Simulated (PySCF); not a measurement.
**TcCl2: from structure and modes to constants**

Method: UPBE0/[Tc def2-SVP with ECP28, Cl def2-SVP], scalar-relativistic core potentials, density fitting, no spin–orbit coupling, PySCF.

The sextet minimum has D∞h symmetry. Masses (u): Tc 98.90722, Cl 34.96885.

```xyz
3
charge 0 multiplicity 6, angstrom
Tc    0.0000    0.0000    0.0000
Cl    2.2996    0.0000    0.0000
Cl   -2.2996    0.0000    0.0000
```

Harmonic wavenumbers (cm⁻¹): 55.7 (πu, ×2), 345.8 (σg+, ×1), 420.6 (σu+, ×1).

Task: Find the vibrational entropy and heat capacity at 298.15 K.

Result: With u = 1.43878 ω/T, each mode gives S = R[u/(eᵘ−1) − ln(1−e⁻ᵘ)] and C = R u² eᵘ/(eᵘ−1)².
| ω (cm⁻¹) | u | S (J/(mol K)) | C (J/(mol K)) |
| --- | --- | --- | --- |
| 55.7 (×2) | 0.269 | 19.27 | 8.26 |
| 345.8 | 1.669 | 4.96 | 6.63 |
| 420.6 | 2.030 | 3.72 | 5.96 |
The sums over all modes are S = 47.2 and C = 29.1 J/(mol K); the softest mode gives 41 % of the entropy (each member, where degenerate).

Task: Find the bond force constant k and the stretch–stretch coupling k′ of the valence force field.

Result: For linear XMX, 4π²c²ω(σg)² = (k + k′)/mX and 4π²c²ω(σu)² = (k − k′)(1 + 2mX/mM)/mX. So k + k′ = 2.464 and k − k′ = 2.135 mdyn/Å, giving k = 2.300 and k′ = 0.164 mdyn/Å.

Other isomers or separated fragments may lie lower. Open d and f shells are described by one determinant, and the ground state may have another occupation or spin.
